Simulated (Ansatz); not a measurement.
Energy profile

The step: CH₄O ([CH3][OH]) + H → CH₃O ([CH3][O]) + H₂; bonds formed: H1–H4; bonds broken: H1–O2 (atoms numbered as in the saddle structure below).

```
7
angstrom
H -0.7386 -1.1547 0.3981
O -0.0348 -0.7605 -0.5445
C 0.3906 0.5342 -0.2715
H -1.2101 -1.2909 1.1315
H 1.0254 0.5995 0.6201
H -0.4352 1.2517 -0.1972
H 1.0026 0.8209 -1.1366
```

Electronic energies by CCSD(T) at an estimated basis limit (MP2 extrapolated from triple and quadruple zeta, plus CCSD(T) − MP2 in triple zeta), on PBE0-D4/def2-TZVP structures; CH$_{5}$O, doublet; no counterpoise correction; spin–orbit coupling, which lowers free halogen atoms and radicals such as OH and SH, is left out. Computed with Ansatz 0.2.0 (basis: def2-TZVPP and def2-QZVPP); correlated methods freeze the cores; orbitals are unrestricted. Extrapolation: Hartree–Fock as exp(−7.88 √X), correlation as X^−2.97.

Task: Give the profile in kJ/mol, counted from the separated reactants. (Judge from chemistry; the value comes from the calculation.)

Result: By the calculation:
| point | kJ/mol |
| --- | --- |
| separated: CH$_{4}$O (linked as [CH3][OH]; H1, O2, C3, H5, H6, H7; singlet) + H (H4; doublet) | 0.0 |
| start structure | -1.1 |
| saddle | 66.3 |
| end structure | 14.1 |
| separated: H$_{2}$ (H1, H4; singlet) + CH$_{3}$O (linked as [CH3][O]; O2, C3, H5, H6, H7; doublet) | 17.1 |

No T1 diagnostic of these runs exceeds 0.023. ⟨S²⟩ of the unrestricted Hartree–Fock references: 0.75 to 0.79 (a pure state has 0.75).

For scale, one of the runs: CCSD(T)/def2-TZVPP, 132 basis functions (an equivalent command: `ansatz run in.yaml --threads 2`). Hardware: 2 CPU threads, shared host. Wall time 28 s; peak host memory 1.6 GiB.
